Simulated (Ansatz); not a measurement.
The first iterations of a band of FH3OSi + H2O (9 atoms, charge 0, multiplicity 1).

Level of theory: RKS B3LYP-D4/def2-SVP (Ansatz 0.2.0).

```yaml
movable_images: 7
climbing_image: yes
spring: 50.0 eV/Å²
optimiser: quadratic models (default)
start_path: through a guess of the saddle point
force_threshold: 0.03 eV/Å
iteration_limit: 60
end_points: relaxed
```

Image 0:

```xyz
9
Properties=species:S:1:pos:R:3
Si -0.950 -0.609 0.785
F 0.600 -1.172 0.700
H -1.752 -1.562 -0.024
H -1.363 -0.608 2.207
O -0.942 0.929 0.217
H 1.493 -0.067 -0.799
O 1.260 0.683 -1.373
H -0.295 1.068 -0.512
H 1.949 1.339 -1.201
```

Image 8:

```xyz
9
Properties=species:S:1:pos:R:3
Si -0.580 0.092 0.271
F 1.671 -2.068 0.189
H -1.183 -1.118 -0.332
H -0.334 -0.004 1.726
O -1.535 1.438 0.087
H 1.604 -1.239 -0.255
O 0.879 0.272 -0.570
H -1.937 1.584 -0.778
H 1.415 1.043 -0.339
```

| iteration | highest image above the first end (eV) | largest band force component (eV/Å) |
| --- | --- | --- |
| 1 | 2.364 | 10.092 |
| 2 | 1.810 | 5.131 |
| 3 | 1.630 | 6.136 |
| 4 | 1.518 | 1.113 |
| 5 | 1.402 | 0.495 |
| 6 | 1.372 | 1.083 |

**Question.** Does the band converge within its limit, and where does its top end?

**Answer.** The run converged. It ended after 18 iterations with the highest image 1.332 eV above the first end. Another band between the same ends (7 images) ends at a top of the same energy, where a vibrational analysis finds 1 clearly imaginary mode. The orbitals stay closed-shell, which can raise the energy where a bond breaks towards radicals; this wasn't checked here.

The run took 3.2 min on 2 threads of Arm Neoverse V1, with other jobs on the host, peak memory 0.17 GiB.
